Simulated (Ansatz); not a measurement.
A nudged elastic band was laid between two geometries of CH₅AlBF (9 atoms, charge 0, multiplicity 1).

The calculation used RKS PBE0/def2-SVP (Ansatz 0.2.0).

```yaml
movable_images: 5
climbing_image: yes
spring: 5.0 eV/Å²
optimiser: quadratic models (default)
start_path: IDPP
force_threshold: 0.05 eV/Å
iteration_limit: 60
end_points: relaxed
```

Initial state:

```xyz
9
Properties=species:S:1:pos:R:3
F -1.049 0.826 -0.062
C 0.327 0.991 -0.534
B 1.057 -0.334 -0.151
Al -0.728 -1.129 0.706
H 0.246 1.191 -1.616
H 0.704 1.899 -0.036
H 2.225 -0.481 -0.414
H -1.693 -2.042 -0.181
H -1.001 -0.967 2.271
```

Final state:

```xyz
9
Properties=species:S:1:pos:R:3
F -1.051 0.824 -0.067
C 0.327 0.991 -0.537
B 1.057 -0.334 -0.152
Al -0.726 -1.128 0.709
H 0.247 1.190 -1.618
H 0.700 1.900 -0.037
H 2.223 -0.484 -0.417
H -0.996 -0.961 2.274
H -1.693 -2.044 -0.173
```

Which bonds break or form, and what moves?

No bond is made or broken. The dihedral C2–B3–Al4–H8 goes from 94 to -94°. The two ends are copies of one structure, up to a mirror image or an exchange of like atoms.

Give the energies along the band, and the barrier.

The run converged. The highest image is number 3 of 0 to 6, 7.8 kcal/mol above the ends, which have the same energy within 2 meV. A vibrational analysis at the climbing image gives one clearly imaginary mode, 182i cm⁻¹: a first-order saddle point.

```
image  path coordinate (Å)  energy (kcal/mol)  dihedral C2–B3–Al4–H8 (°)
    0                 0.00                0.0                         94
    1                 1.11                2.9                         76
    2                 2.23                5.8                         41
    3                 3.35                7.8                          0
    4                 4.46                5.8                        -41
    5                 5.58                2.9                        -76
    6                 6.69                0.0                        -94
```

What is the geometry of the highest image?


```xyz
9
Properties=species:S:1:pos:R:3:forces:R:3
F -0.949 1.007 -1.423 0.00 0.00 0.00
C 0.341 1.020 -0.939 0.00 -0.01 0.01
B 0.664 0.032 0.212 0.00 0.01 -0.01
Al -0.782 -1.335 1.074 0.00 0.00 0.00
H 1.046 0.827 -1.777 0.00 0.00 -0.01
H 0.592 2.050 -0.602 0.00 0.01 0.00
H 1.815 0.092 0.595 0.00 0.00 0.00
H -2.295 -1.426 0.585 0.00 0.00 0.00
H -0.345 -2.314 2.258 0.00 0.00 0.00
```

What are the harmonic wavenumbers there?

182i, 113, 131, 395, 464, 484, 538, 624, 761, 802, 824, 1086, 1138, 1241, 1320, 1388, 1907, 1926, 2592, 2993, 3034 cm⁻¹.

Time of the run: 2.7 min on 1 thread of Arm Neoverse V2, on a shared host, peak memory 0.16 GiB.
